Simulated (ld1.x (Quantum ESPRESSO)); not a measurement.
## u(r) = r·R(r): atom against pseudo-atom (fluorine)

Columns: radius, all-electron u(r) and pseudo u(r) of the 2s shell (level -47.24 eV) of fluorine in the configuration [He] 2s2 2p4; Wu–Cohen, scalar-relativistic, TM scheme, ld1.x (Quantum ESPRESSO) 7.5.

| r (bohr) | all-electron | pseudo |
| --- | --- | --- |
| 0.062 | 0.4359 | -0.0753 |
| 0.125 | 0.4293 | -0.1560 |
| 0.188 | 0.2293 | -0.2451 |
| 0.250 | -0.0286 | -0.3448 |
| 0.312 | -0.2845 | -0.4584 |
| 0.375 | -0.5132 | -0.5859 |
| 0.438 | -0.6994 | -0.7178 |
| 0.500 | -0.8395 | -0.8386 |
| 0.562 | -0.9395 | -0.9366 |
| 0.625 | -1.0052 | -1.0043 |
| 0.688 | -1.0405 | -1.0405 |
| 0.750 | -1.0514 | -1.0514 |
| 0.812 | -1.0436 | -1.0436 |
| 0.875 | -1.0211 | -1.0211 |
| 0.938 | -0.9877 | -0.9877 |
| 1.000 | -0.9474 | -0.9474 |
| 1.062 | -0.9019 | -0.9019 |
| 1.125 | -0.8526 | -0.8526 |
| 1.188 | -0.8016 | -0.8016 |
| 1.250 | -0.7510 | -0.7510 |
| 1.312 | -0.7008 | -0.7008 |
| 1.375 | -0.6510 | -0.6510 |
| 1.438 | -0.6028 | -0.6028 |
| 1.500 | -0.5574 | -0.5574 |
| 1.562 | -0.5142 | -0.5142 |
| 1.625 | -0.4726 | -0.4726 |

How many radial nodes do the two functions have?

The all-electron 2s function has n − l − 1 = 1; the pseudo-wave has 0, since the states of the same l below it are removed with the core.

At about which radius was the pseudo-wave matched?

0.75 bohr, where the columns begin to agree (steps of 0.06 bohr).

Is the pseudo-wave norm-conserving?

Yes: the TM scheme keeps the norm inside the radius equal to the all-electron one, which fixes the energy derivative of the logarithmic derivative at the level.
